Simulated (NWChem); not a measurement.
**Correlation energy of diantimony (Sb$_{2}$)**

```xyz
2

Sb     0.0000     0.0000     1.2580
Sb     0.0000     0.0000    -1.2580
```
Charge 0, spin multiplicity 1.

Everything below was run with NWChem. Structure: optimised with PBE/def2-SVP with def2 effective core potentials on Sb, a minimum by its harmonic frequencies.

Basis set: def2-TZVP. Each correlation energy counts from its own Hartree-Fock reference.

Effective core potentials replace the inner electrons of Sb; spin-orbit coupling is left out. The correlated methods keep 8 core orbitals frozen. No row is a measurement; the coupled-cluster row has its own basis-set and correlation limits.

### Question
For the correlation energy, MP2 gives -686.8 mHa and SCS-MP2 gives -613.6 mHa. What do CCSD, CR-CCSD[T], CR-CCSD(T) give?

### Answer
CCSD: -652.4 mHa; CR-CCSD[T]: -674.4 mHa; CR-CCSD(T): -673.2 mHa.
